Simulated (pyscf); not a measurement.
Optimised with ωB97X-D3(BJ)/def2-SVP in PySCF.

Problem. What is the homolytic dissociation enthalpy (298 K, ωB97M-D3(BJ)/def2-TZVP) of the Ag–C bond of `[CH3][C](=[O])[CH2][Ag]`, to •H₂C–C(CH₃)=O + Ag•?

Solution. Ag–C to •H₂C–C(CH₃)=O + Ag•: 1.78 eV. The 7 functionals that were run give +1.56 (M06-2X) to +1.83 eV (ωB97X-D3(BJ)). The radicals are drawn with the spin at the cut bond; how far it spreads was not checked. Other isomers of •H₂C–C(CH₃)=O were not searched in full and may lie lower. Open-shell species with a d-block atom are single-reference here; other states, and whether the spin sits on metal or ligand, were not checked. Elements past Kr carry the def2 core potentials, without spin-orbit coupling.
